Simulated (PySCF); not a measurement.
Work out the structure from these simulated measurements.

Formula: C8H9FOSi.

- UV, strongest line: among the 10 lowest singlet transitions: S6 at 6.19 eV (200 nm, f = 0.305) [TDDFT PBE0/def2-SVPD]
- Polarisability: 130.0 au [PBE0/def2-SVPD]
- NMR, other nuclei: isotropic shieldings of nuclei other than C and H, by class: 257 (1 O), 326 (1 F), 379 (1 Si) ppm [GIAO PBE0/pcSseg-1]
- UV, first state: lowest singlet excitation: 4.51 eV (275 nm, f = 0.127) [TDDFT PBE0/def2-SVPD]
- Rotational structure: rotational constants A, B, C: 1.303, 0.825, 0.509 GHz [PBE0-D3(BJ)/def2-SVP]
- Triplet: lowest triplet excitation (Tamm–Dancoff): 3.05 eV [TDA PBE0/def2-SVPD]
- 13C NMR: chemical shifts (computed TMS as zero) by class: 159.9 (1 C), 145.7 (1 C), 136.8 (1 C), 133.4 (1 C), 124.7 (1 C), 124.2 (1 C), 119.6 (1 C), 119.4 (1 C) ppm [GIAO PBE0/pcSseg-1]
- 1H NMR: chemical shifts (computed TMS as zero) by class: 7.60 (1 H), 7.34 (1 H), 7.05 (1 H), 6.94 (1 H), 6.08 (1 H), 5.64 (1 H), 5.23 (3 H) ppm [GIAO PBE0/pcSseg-1]
- Dipole: 0.60 D [PBE0/def2-SVPD]

Gas-phase values; electronic properties from PySCF, density fitting. Levels stand in brackets. One conformer (not necessarily the lowest) at the PBE0-D3(BJ)/def2-SVP geometry, without solvent, vibrations or thermal averaging. NMR values are class means; diastereotopic atoms form classes of their own.

Question: What is the compound? Reason from the data.

Answer: Numbering: `[CH2:1]=[CH:2][c:3]1[cH:4][cH:5][cH:6][c:7]([F:8])[c:9]1[O:10][SiH3:11]`. Its formula, C8H9FOSi, gives 5 degrees of unsaturation: 1 ring and 4 π bonds in the structure found (Kekulé form). 8 carbons fall into 8 classes; from least to most shielded: aromatic C–F carbon [C7] (159.9 ppm), aromatic carbon bearing oxygen [C9] (145.7 ppm), alkene CH carbon [C2] (136.8 ppm), substituted aromatic carbon [C3] (133.4 ppm), aromatic CH carbon [C5] (124.7 ppm), aromatic CH carbon [C4] (124.2 ppm), aromatic CH carbon [C6] (119.6 ppm), terminal =CH2 carbon [C1] (119.4 ppm). Hydrogen classes from least to most shielded: 1 H on an aromatic CH carbon, C4 (7.60 ppm), 1 H on an alkene CH carbon, C2 (7.34 ppm), 1 H on an aromatic CH carbon, C6 (7.05 ppm), 1 H on an aromatic CH carbon, C5 (6.94 ppm), 1 H on a terminal =CH2 carbon, C1 (6.08 ppm), 1 H on a terminal =CH2 carbon, C1 (5.64 ppm), 3 H on an oxygen-bound silicon, Si11 (5.23 ppm). The other shieldings belong to: 257 ppm, silyl ether oxygen [O10]; 326 ppm, aryl fluorine [F8]; 379 ppm, oxygen-bound silicon [Si11]. By its constants the optimised geometry is an asymmetric top. Structure: `C=Cc1cccc(F)c1O[SiH3]`. The assignments are read from this structure; whether some other isomer fits the data as well wasn't checked.

Shape of the structure used: `[CH2:1]=[CH:2][c:3]1[cH:4][cH:5][cH:6][c:7]([F:8])[c:9]1[O:10][SiH3:11]`: C1–C2–C3–C4 -7°, C7–C9–O10–Si11 1°.
